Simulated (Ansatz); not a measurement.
Molecule: MgCl (charge 0, doublet). SMILES: [Mg][Cl]
Structure (B3LYP-D3(BJ)/def2-TZVP (Ansatz, an electronic-structure program) minimum search):
```
Mg
Cl 1 2.2211
```
Charge 0, spin multiplicity 2.

Atomisation energy built up term by term with Ansatz (kcal/mol; UHF references for open shells; valence terms freeze the core; atomic spin-orbit terms are left out; no core correlation term is included; no scalar relativity (X2C) term is included). Basis-set limits of correlation are two-point, X^-3; Hartree-Fock from the larger set.

```tsv
term	basis	kcal/mol
Hartree-Fock	def2-QZVPPD	66.89
CCSD correlation	CBS(def2-TZVPPD,def2-QZVPPD)	9.14
(T)	CBS(def2-TZVPPD,def2-QZVPPD)	2.60
sum: De		78.6
```

(T) makes 3.3 % of the CCSD(T) atomisation energy; under 5 % is typical of single-reference molecules.
